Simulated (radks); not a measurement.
Fractional charge and spin in the 3s shell of argon: the spin-up occupation runs from 0 to 1 and the spin-down occupation from 0 to 1; the fullest corner is Ar2+, [Ne] 3p(up 2, down 2) 3s(up 1, down 1). Method: non-relativistic Kohn-Sham, BLYP, spin-polarised, spherical densities, point nucleus; computed with a radial shooting solver on a logarithmic mesh with Libxc functionals. Energy (eV) minus the two flat planes that join the four corners (they meet along the diagonal where the two added fractions sum to one electron); zero is where a piecewise linear energy would lie.

down \ up       0    0.25     0.5    0.75       1
0           0.000  -1.470  -1.956  -1.463   0.000
0.25       -1.470  -1.845  -1.250   0.307  -1.378
0.5        -1.956  -1.250   0.410  -1.179  -1.830
0.75       -1.463   0.307  -1.179  -1.734  -1.368
1           0.000  -1.378  -1.830  -1.368   0.000

Corners above the fullest one (they belong to Ar3+ and the next ion): (up 1, down 0) 57.356 eV, (up 0, down 1) 57.356 eV, (up 0, down 0) 131.50 eV. With half an added electron in each spin the energy lies 0.410 eV from the planes, and with half an added electron in spin up alone -1.956 eV. The planes are only a guide here: the flat-plane condition holds for ground states with one frontier orbital, while this shell lies below other occupied shells, so the corners above the fullest one are inner-hole states and not the ground states of those ions.
